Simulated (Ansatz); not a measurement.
```yaml
crystal:
  periodic: [false, false, false]
  atoms:
    - {symbol: O, position_ang: [-1.307900, -1.996734, -1.063047]}
    - {symbol: Si, position_ang: [-0.113028, -1.033712, -0.500657]}
    - {symbol: O, position_ang: [1.177511, -1.187745, -1.477630]}
    - {symbol: S, position_ang: [-0.920212, 0.957951, -0.461837]}
    - {symbol: Si, position_ang: [0.334789, 1.742810, 1.057426]}
    - {symbol: Cl, position_ang: [-0.369632, 1.302535, 2.935754]}
    - {symbol: H, position_ang: [-2.201844, -1.820270, -0.765375]}
    - {symbol: H, position_ang: [0.374018, -1.394921, 0.844269]}
    - {symbol: H, position_ang: [1.061362, -1.016983, -2.414122]}
    - {symbol: H, position_ang: [0.332439, 3.212732, 0.907331]}
    - {symbol: H, position_ang: [1.697797, 1.177436, 0.958290]}
basis:
  gaussian: {orbitals: "6-31G*"}
total_charge: -1
magnetization: {spin_polarized: true, initial_magnetization: 1}
hamiltonian: {xc: {name: HF}}
correlation: {active_space: {window: {electrons: 2, orbitals: 1}}}
accuracy: high
```

```sh
$ ansatz run in.yaml --threads 2 --pin off --events-out ev --progress --plain --max-ram 32768MiB --backend cpu
```

Shortened log:

```
Error: invalid value for `correlation.active_space`: it starts from restricted Hartree–Fock orbitals; set hamiltonian.xc: hf without magnetization.spin_polarized
```
